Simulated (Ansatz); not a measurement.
silanone (H$_{2}$OSi), singlet, geometry from GFN2-xTB; CAM-B3LYP/def2-SVPD (Ansatz, an electronic-structure program).

Ansatz was given this input:
Ansatz 0.2 input:
```yaml
crystal:
  periodic: [false, false, false]
  atoms:
    - {symbol: Si, position_ang: [0.06685327, -0.42675674, 0.00274181]}
    - {symbol: O, position_ang: [-0.16591088, 1.05908930, -0.00680439]}
    - {symbol: H, position_ang: [-0.98465592, -1.43401683, -0.00031696]}
    - {symbol: H, position_ang: [1.37599714, -1.06410322, 0.01636676]}
basis:
  gaussian:
    orbitals: def2-SVPD
hamiltonian:
  xc: cam_b3lyp
accuracy: high
```

The log (banner, timings and long lists left out):

```
Functional definition: CAM-B3LYP
1165 factors; integrals over basis functions are off by at most 3.6e-9 eV
363 factors; integrals over basis functions are off by at most 1.5e-9 eV
mean field evaluation 1: about -9944.5498 eV, gradient 6.2e1 eV
mean field evaluation 2: about -9907.9127 eV, gradient 1.4e2 eV
mean field evaluation 4: about -9952.0234 eV, gradient 1.2e0 eV
mean field evaluation 8: about -9952.0275 eV, gradient 1.1e-2 eV
mean field evaluation 16: about -9952.0275 eV, gradient 7.0e-7 eV
mean field -9952.02754804 eV, -365.7302666638 hartree, gradient 1.4e-8 eV, S^2 0.000000; 0 other end points of the search recorded, 0 dependent functions left out
reference -9952.02756420 eV, -365.7302672580 hartree; 12, 12 occupied and 51, 51 virtual orbitals, 1165 factors
Total energy: -9952.02756420 eV, -365.7302672580 hartree
```
